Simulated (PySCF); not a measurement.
## Computed properties of 1-bromo-1-methylcyclopropane (C4H7Br), SMILES C1CC1(C)Br

1-bromo-1-methylcyclopropane (C₄H₇Br), SMILES CC1(CC1)Br. Coordinates come from a r2SCAN-D4/def2-SVP optimisation. Other conformers were not sampled. All values are computed for the isolated molecule unless a solvent is named; none is compared with measurement here.

**Structure.** The optimised structure has Cs symmetry. All 30 harmonic modes at r2SCAN-D4/def2-SVP (PySCF) are real, so it is a minimum. With heavy atoms numbered as in [CH3:1][C:2]1([Br:3])[CH2:4][CH2:5]1, the shortest bond between them is C2–C4 at 1.498 Å and the longest C2–Br3 at 1.952 Å.

**Vibrations.** The strongest infrared lines (harmonic, unscaled, degenerate partners summed) lie at 1199 cm⁻¹ (59 km/mol, C 57 %, H 43 %), 3032 cm⁻¹ (21 km/mol, H 97 %), 3131 cm⁻¹ (17 km/mol, H 91 %, C 9 %). The softest mode is at 245 cm⁻¹ and the zero-point energy is 62.1 kcal/mol.

**Electronic structure.** B3LYP/def2-TZVP (PySCF) places the frontier levels at -7.22 and -0.34 eV, a gap of 6.88 eV, and gives a dipole moment of 2.08 D and a mean polarisability of 66.6 bohr³. PBE/def2-TZVP (PySCF) at the same geometry gives -6.20 and -1.10 eV, so its gap is 1.78 eV narrower. An orbital gap is neither the optical nor the fundamental gap.

**Excitations.** TDDFT-M06-2X/def2-SVPD (PySCF) has S1 at 5.59 eV (222 nm, f = 0.000, dark); the most intense of the 10 singlets computed lies at 7.74 eV (f = 0.09). T1 (TDA) is at 5.13 eV. TDDFT-PBE/def2-SVPD (PySCF) puts S1 at 5.28 eV. No vertical singlet excitation falls in the visible range (under 3.1 eV).

**NMR.** GIAO shifts at KT2/pcSseg-1 (PySCF) (non-relativistic, atoms alike by connectivity averaged): ¹³C from 22.4 to 48.9 ppm against TMS; ¹H from 1.2 to 2.0 ppm against TMS. Without spin–orbit terms, shifts of atoms bonded to Cl or Br come out too high.

**Solvation.** SMD-PBE0/def2-SVP (PySCF) gives -1.4 kcal/mol in water, -5.2 kcal/mol in cyclohexanone, -5.1 kcal/mol in 1-octanol (1 M in both phases, gas-phase geometry); of these solvents cyclohexanone holds the molecule best.
